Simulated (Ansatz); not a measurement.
Born–Oppenheimer molecular dynamics of AlClH₂O₂ (6 atoms, charge 0, multiplicity 1). It starts from a relaxed structure.

These are results of RKS B3LYP-D4/6-31G in Ansatz, not measurements.

| Property | Result |
| --- | --- |
| ensemble | NVT, Nosé–Hoover chain |
| time step | 0.5 fs |
| steps asked | 500 |
| set temperature | 300 K |
| thermostat | time constant 300 fs, chain length 5 |
| seed | 412761 |

Frames 5 fs apart, positions in Å, forces in eV/Å.

Velocities at 10.0 fs (Å/ps):

```
Al -2.25 -0.10 -2.00
Cl 1.34 0.42 3.38
O -0.04 0.82 -1.16
H 10.29 -13.62 10.14
O 0.07 -0.34 -2.65
H 2.44 -6.29 -15.00
```

```xyz
6
Properties=species:S:1:pos:R:3:forces:R:3 time_fs=10.0 energy_less_start_eV=0.076 T=154
Al 0.018 -0.249 0.061 -1.48 0.06 0.34
Cl -0.019 0.135 2.274 -0.04 -0.12 -0.77
O 1.531 -0.353 -0.624 0.83 -0.34 -0.63
H 2.152 -0.663 -1.295 -0.40 0.28 0.42
O -1.448 -0.411 -0.821 1.01 0.07 0.50
H -2.386 -0.490 -0.990 0.09 0.05 0.13
6
Properties=species:S:1:pos:R:3:forces:R:3 time_fs=15.0 energy_less_start_eV=0.086 T=134
Al 0.002 -0.249 0.052 -0.45 0.07 0.44
Cl -0.012 0.137 2.288 -0.08 -0.15 -0.99
O 1.534 -0.350 -0.632 -0.61 0.15 0.52
H 2.178 -0.708 -1.220 0.45 -0.16 -0.45
O -1.441 -0.412 -0.830 0.70 0.05 0.40
H -2.363 -0.516 -1.050 -0.01 0.04 0.08
6
Properties=species:S:1:pos:R:3:forces:R:3 time_fs=20.0 energy_less_start_eV=0.106 T=95
Al -0.019 -0.249 0.048 0.92 0.09 0.69
Cl -0.006 0.138 2.295 -0.13 -0.16 -1.08
O 1.534 -0.349 -0.638 -0.27 -0.20 0.10
H 2.226 -0.746 -1.176 -0.37 0.25 0.21
O -1.425 -0.413 -0.834 -0.18 -0.04 0.03
H -2.335 -0.531 -1.088 0.03 0.05 0.04
6
Properties=species:S:1:pos:R:3:forces:R:3 time_fs=25.0 energy_less_start_eV=0.127 T=55
Al -0.032 -0.247 0.050 1.73 0.12 0.89
Cl -0.001 0.137 2.295 -0.17 -0.15 -1.06
O 1.527 -0.348 -0.639 -0.73 0.00 0.42
H 2.242 -0.756 -1.123 -0.07 0.07 -0.02
O -1.410 -0.414 -0.838 -0.67 -0.09 -0.21
H -2.309 -0.533 -1.118 -0.09 0.04 -0.02
6
Properties=species:S:1:pos:R:3:forces:R:3 time_fs=30.0 energy_less_start_eV=0.103 T=101
Al -0.030 -0.245 0.059 1.20 0.11 0.74
Cl 0.003 0.136 2.288 -0.18 -0.13 -0.90
O 1.510 -0.347 -0.634 -0.72 0.12 0.47
H 2.243 -0.749 -1.077 0.30 -0.09 -0.23
O -1.404 -0.416 -0.844 -0.55 -0.06 -0.09
H -2.297 -0.525 -1.149 -0.05 0.04 0.01
6
Properties=species:S:1:pos:R:3:forces:R:3 time_fs=35.0 energy_less_start_eV=0.081 T=145
Al -0.019 -0.242 0.075 -0.32 0.04 0.33
Cl 0.005 0.134 2.275 -0.18 -0.08 -0.59
O 1.485 -0.347 -0.625 0.93 -0.40 -0.35
H 2.259 -0.733 -1.049 -0.51 0.36 0.24
O -1.407 -0.419 -0.851 0.05 0.03 0.29
H -2.296 -0.507 -1.179 0.02 0.04 0.08
6
Properties=species:S:1:pos:R:3:forces:R:3 time_fs=40.0 energy_less_start_eV=0.091 T=126
Al -0.009 -0.238 0.094 -1.32 -0.05 -0.22
Cl 0.007 0.131 2.258 -0.18 -0.01 -0.17
O 1.468 -0.349 -0.617 0.33 0.03 0.03
H 2.251 -0.678 -1.017 0.61 -0.12 -0.35
O -1.408 -0.422 -0.854 0.60 0.11 0.62
H -2.295 -0.478 -1.193 -0.03 0.03 0.09
6
Properties=species:S:1:pos:R:3:forces:R:3 time_fs=45.0 energy_less_start_eV=0.086 T=136
Al -0.011 -0.235 0.111 -1.14 -0.16 -0.76
Cl 0.007 0.128 2.240 -0.19 0.07 0.31
O 1.462 -0.354 -0.612 1.05 -0.20 -0.32
H 2.286 -0.614 -1.016 -0.22 0.14 0.07
O -1.402 -0.423 -0.848 0.44 0.12 0.58
H -2.294 -0.441 -1.183 0.06 0.03 0.12
6
Properties=species:S:1:pos:R:3:forces:R:3 time_fs=50.0 energy_less_start_eV=0.079 T=149
Al -0.022 -0.233 0.121 0.13 -0.24 -1.11
Cl 0.006 0.126 2.224 -0.19 0.14 0.72
O 1.468 -0.360 -0.610 0.44 -0.06 -0.03
H 2.313 -0.528 -1.020 -0.27 0.07 0.10
O -1.389 -0.422 -0.833 -0.09 0.09 0.28
H -2.287 -0.398 -1.148 -0.02 -0.01 0.05
6
Properties=species:S:1:pos:R:3:forces:R:3 time_fs=55.0 energy_less_start_eV=0.104 T=101
Al -0.032 -0.234 0.122 1.49 -0.23 -1.00
Cl 0.004 0.124 2.212 -0.18 0.17 0.93
O 1.478 -0.367 -0.607 -0.86 0.12 0.57
H 2.318 -0.435 -1.022 0.49 -0.05 -0.27
O -1.378 -0.420 -0.814 -0.87 0.04 -0.20
H -2.283 -0.357 -1.100 -0.07 -0.05 -0.02
6
Properties=species:S:1:pos:R:3:forces:R:3 time_fs=60.0 energy_less_start_eV=0.107 T=95
Al -0.030 -0.236 0.114 1.67 -0.15 -0.59
Cl 0.001 0.124 2.207 -0.18 0.16 0.91
O 1.483 -0.373 -0.599 0.46 0.10 -0.14
H 2.338 -0.345 -1.038 -0.67 -0.06 0.31
O -1.380 -0.418 -0.799 -1.24 0.03 -0.45
H -2.291 -0.328 -1.056 -0.04 -0.08 -0.04
6
Properties=species:S:1:pos:R:3:forces:R:3 time_fs=65.0 energy_less_start_eV=0.068 T=172
Al -0.013 -0.240 0.100 0.51 -0.11 -0.29
Cl -0.004 0.125 2.208 -0.16 0.12 0.69
O 1.488 -0.377 -0.590 -0.01 0.04 0.06
H 2.309 -0.266 -1.036 0.37 -0.04 -0.23
O -1.399 -0.414 -0.789 -0.62 0.06 -0.20
H -2.315 -0.318 -1.022 -0.10 -0.07 -0.03
```

Of the whole run (250 fs, mean temperature of the second half 161 K): The conserved energy stayed within 0.047 meV per atom of its start (net change 0.0073 meV per atom), so the integration is sound. The mean temperature of the second half is 46 % below the set value. A run of 0.25 ps of so small a system gives no equilibrium averages. Limits of this set-up: no polarisation functions.

Run time: 17 min on 1 thread of Arm Neoverse V1, with other jobs on the host, peak memory 0.1 GiB.
